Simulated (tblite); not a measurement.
C5H11ClO2S.
SMILES with atom numbers: `[CH3:1][CH:2]([CH3:3])[C@@H:4]([CH3:5])[S:6](=[O:7])(=[O:8])[Cl:9]` (hydrogens: H10, H11, H12 on C1; H13 on C2; H14, H15, H16 on C3; H17 on C4; H18, H19, H20 on C5)

Computed with GFN2-xTB (tblite), gas phase: L-BFGS steps from a force-field or distance-geometry start until the largest atomic force falls under 0.01 eV/Å.

Step 27: E = -878.0436 eV
```
atom  x, y, z in Å  |  force x, y, z in eV/Å
C1     -1.7817    0.9823    0.6368    0.075  -0.099  -0.149
C2     -0.7740    0.4276   -0.3980    0.123   0.004   0.003
C3     -1.1259   -0.9842   -0.8638   -0.044   0.097   0.044
C4      0.6319    0.4592    0.1881    0.046   0.036   0.056
C5      0.8864   -0.4195    1.3883   -0.012   0.012   0.015
S6      1.7987   -0.1074   -1.0922   -0.007  -0.048  -0.058
O7      1.6275    0.5685   -2.3376   -0.066   0.148   0.065
O8      1.9239   -1.5279   -1.1297    0.039  -0.079   0.081
Cl9     3.5425    0.5862   -0.2846    0.017   0.011  -0.039
H10    -2.3199    0.1624    1.1086    0.010   0.071  -0.008
H11    -1.2881    1.5599    1.4213   -0.029  -0.059  -0.200
H12    -2.4998    1.6351    0.1465   -0.031  -0.096   0.039
H13    -0.7564    1.0750   -1.2823   -0.031   0.032   0.076
H14    -2.1482   -1.0007   -1.2292   -0.060  -0.052  -0.017
H15    -0.4651   -1.3016   -1.6709   -0.053   0.069   0.118
H16    -1.0312   -1.6868   -0.0396   -0.084  -0.040  -0.062
H17     0.9207    1.4900    0.3829    0.104   0.048  -0.057
H18     1.0011   -1.4564    1.0786   -0.039   0.047  -0.004
H19     1.8008   -0.1149    1.8932   -0.023  -0.018   0.006
H20     0.0517   -0.3361    2.0806    0.067  -0.084   0.090
```

Step 28: E = -878.0502 eV
```
atom  x, y, z in Å  |  force x, y, z in eV/Å
C1     -1.7796    0.9833    0.6340    0.092  -0.088  -0.115
C2     -0.7688    0.4276   -0.3983    0.032   0.025  -0.018
C3     -1.1304   -0.9823   -0.8639   -0.006   0.089   0.055
C4      0.6378    0.4576    0.1920   -0.070   0.100  -0.028
C5      0.8854   -0.4248    1.3891   -0.039   0.037  -0.048
S6      1.8049   -0.1040   -1.0913   -0.085  -0.133  -0.049
O7      1.6219    0.5654   -2.3396   -0.037   0.100   0.116
O8      1.9295   -1.5269   -1.1172    0.069   0.040   0.042
Cl9     3.5453    0.6055   -0.2930    0.026  -0.001  -0.044
H10    -2.3068    0.1636    1.1186    0.012   0.062  -0.016
H11    -1.2850    1.5711    1.4092   -0.023  -0.042  -0.170
H12    -2.5101    1.6273    0.1492    0.008  -0.121   0.003
H13    -0.7518    1.0763   -1.2829   -0.010   0.011   0.098
H14    -2.1501   -0.9993   -1.2387   -0.024  -0.013  -0.007
H15    -0.4620   -1.3081   -1.6597   -0.043   0.065   0.065
H16    -1.0459   -1.6831   -0.0381   -0.090  -0.055  -0.022
H17     0.9201    1.4911    0.3845    0.122   0.027  -0.031
H18     0.9897   -1.4572    1.0690    0.000  -0.035  -0.001
H19     1.7992   -0.1283    1.8945    0.046  -0.010   0.044
H20     0.0513   -0.3440    2.0797    0.023  -0.056   0.124
```

**Question.** Estimate the geometry and energy of step 29. (The exact step hangs on the optimiser's Hessian estimate; all steps are aligned on step 28, rigid shifts and turns removed.)

**Answer.** E = -878.0561 eV, largest force 0.186 eV/Å
```
atom  x, y, z in Å  |  force x, y, z in eV/Å
C1     -1.7756    0.9838    0.6302    0.046  -0.050  -0.037
C2     -0.7644    0.4284   -0.3987   -0.057   0.029  -0.026
C3     -1.1347   -0.9790   -0.8623    0.018   0.026   0.038
C4      0.6418    0.4568    0.1945   -0.127   0.112  -0.076
C5      0.8826   -0.4315    1.3876   -0.041   0.041  -0.067
S6      1.8090   -0.1028   -1.0914   -0.107  -0.148  -0.015
O7      1.6147    0.5624   -2.3414   -0.013   0.028   0.159
O8      1.9415   -1.5267   -1.1040    0.077   0.143  -0.011
Cl9     3.5456    0.6298   -0.3004    0.013  -0.024  -0.059
H10    -2.2919    0.1672    1.1321    0.028   0.048  -0.032
H11    -1.2807    1.5852    1.3933   -0.011  -0.017  -0.129
H12    -2.5205    1.6164    0.1509    0.039  -0.137  -0.034
H13    -0.7496    1.0786   -1.2817    0.016   0.008   0.079
H14    -2.1507   -0.9975   -1.2505    0.028   0.029   0.011
H15    -0.4560   -1.3130   -1.6450   -0.042   0.055   0.019
H16    -1.0638   -1.6793   -0.0347   -0.094  -0.043  -0.002
H17     0.9229    1.4911    0.3864    0.124   0.004  -0.014
H18     0.9766   -1.4611    1.0588    0.029  -0.071   0.001
H19     1.7975   -0.1444    1.8942    0.078  -0.009   0.057
H20     0.0504   -0.3536    2.0792   -0.005  -0.026   0.135
```

The energy changes by -0.0059 eV. The first-order estimate −F·Δx gives -0.0081 eV and the mean of the old and new forces, exact on a quadratic surface, -0.0059 eV. The step makes an angle of 75° with the force vector and moves no atom by more than 0.025 Å.

What follows is the cost of the whole relaxation. Hardware: an Arm Neoverse V2 with one thread (shared host). Cost: 1.1 s.
